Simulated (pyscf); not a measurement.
`[AsH2][InH2]` -> `[AsH2][InH2]` (concerted two-bond exchange; singlet surface; As–H, H–In broken, As–H, H–In formed). Structures and frequencies: ωB97X-D3(BJ)/def2-SVP in PySCF. Correlated levels are frozen-core, on RHF or UHF. ΔMP2 is the change of the MP2 total energy from the triple- to the quadruple-zeta basis. Energies in kcal/mol from the reactant's lowest minimum found.

```json
[
 {"level": "ωB97X-D3(BJ)/def2-TZVP", "barrier": "67.2", "reaction energy": "0.0"},
 {"level": "PBE/def2-TZVP", "barrier": "60.1", "reaction energy": "0.0"},
 {"level": "PBE0-D3(BJ)/def2-TZVP", "barrier": "65.1", "reaction energy": "0.0"},
 {"level": "HF/def2-TZVP", "barrier": "72.7", "reaction energy": "0.0"},
 {"level": "MP2/def2-QZVPP", "barrier": "70.3", "reaction energy": "0.0"},
 {"level": "CCSD(T)/def2-TZVPP", "barrier": "65.7", "reaction energy": "0.0"},
 {"level": "CCSD(T)/def2-TZVPP + ΔMP2(QZVPP)", "barrier": "65.1", "reaction energy": "0.0"}
]
```

The same reactants have a lower exit, to AsH₃ + InH [singlet] (barrier +53.9 kcal/mol at ωB97M-D3(BJ)/def2-TZVP, against +65.1 kcal/mol here). This is the saddle that the search found; another between the same sides may lie lower. One closed-shell reference is unstable to symmetry breaking; treat the single-reference values with care. The CCSD(T) − MP2 part came from Ansatz, without density fitting, on the same reference. The frozen core leaves the outer d or s,p core shells of the metals and heavy elements correlated in the MP2 and CC values, and def2-TZVPP describes them poorly, which can shift differences by a few kcal/mol. Elements up to Kr have no core potential and no relativistic terms here. Elements past Kr carry the def2 core potentials, without spin-orbit coupling.
